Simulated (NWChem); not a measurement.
System: C2H3ClO2Si; SMILES Cl[Si@H]1OC(C1)=O

Input file for NWChem:

```
start job
memory heap 200 mb stack 900 mb global 1100 mb
geometry units angstroms noautosym nocenter noautoz
  O      0.427938     2.752229    -0.517734
  C      0.114328     1.651391    -0.160506
  C     -1.224534     0.880717    -0.262783
  Si    -0.264087    -0.466525     0.629781
  Cl     0.203050    -2.162069    -0.444203
  O      0.960812     0.758523     0.498949
  H     -1.526160     0.689918    -1.311264
  H     -2.051578     1.399069     0.261114
  H     -0.541368    -0.849483     2.042451
end
basis spherical
  O library 6-31g*
  C library 6-31g*
  Si library 6-31g*
  Cl library 6-31g*
  H library 6-31g*
end
dft
  xc xpbe96 cpbe96
  iterations 150
end
cosmo
  do_cosmo_smd true
  solvent dcm
end
task dft energy
```

Coordinates come from a PBE-D3(BJ)/def2-SVP optimisation. Solvent: dichloromethane.

Level: PBE/6-31G* with SMD (1 M gas to 1 M solution), gas-phase geometry. Reactions with the solvent are ignored.

Q: Give the results of this calculation. (PBE/6-31G* (spherical d), SMD on the gas-phase geometry.) Quantities: solvation free energy (kcal/mol); cavity-dispersion-structure term (kcal/mol); dipole in solution (D).

A: The solvation free energy (kcal/mol) is -6.5. The cavity-dispersion-structure term (kcal/mol) comes out as -1.2 and the dipole in solution (D) is 4.14.
